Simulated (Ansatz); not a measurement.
Stepwise reaction of `O[Si@H](Cl)C[Si@H](O)Cl` with hydrogen fluoride, as a gas-phase model of exchange steps in deposition or etching. ΔE in kJ/mol.

Gas-phase electronic energies from Ansatz, PBE0-D4/def2-TZVP geometries. CBS: MP2 limit from def2 TZ/QZ plus the TZ coupled-cluster correction, frozen cores. This one scheme is used for every species. Functionals use def2-TZVPP. B3LYP here is the variant with VWN-RPA as its local correlation; programs differ in this. Each species was taken in one conformer, which may not be the lowest.

```json
{"step": "1", "reaction": "`O[Si@H](Cl)C[Si@H](O)Cl` + H–F → `O[Si@H](Cl)C[Si@@H](O)F` + HCl", "PBE-D4": "-37.5", "B3LYP-D4": "-47.4", "ωB97M-V": "-47.0", "CCSD(T)/CBS": "-43.7"}
{"step": "2", "reaction": "`O[Si@H](Cl)C[Si@@H](O)F` + H–F → `O[Si@H](F)C[Si@H](O)F` + HCl", "PBE-D4": "-43.8", "B3LYP-D4": "-53.0", "ωB97M-V": "-51.6", "CCSD(T)/CBS": "-49.2"}
```

Question: By hand: ΔE of the 2 steps together at CCSD(T)/CBS.

Answer: (-43.7) + (-49.2) = -92.9 kJ/mol, or -46.5 kJ/mol a step.

In ΔE each step is lower than the one before. All are downhill at CCSD(T)/CBS. PBE-D4 differs from CCSD(T)/CBS by 5.4 to 6.2 kJ/mol a step. Isolated molecules leave out the surface, adducts and barriers. Largest T1 diagnostic: 0.012.
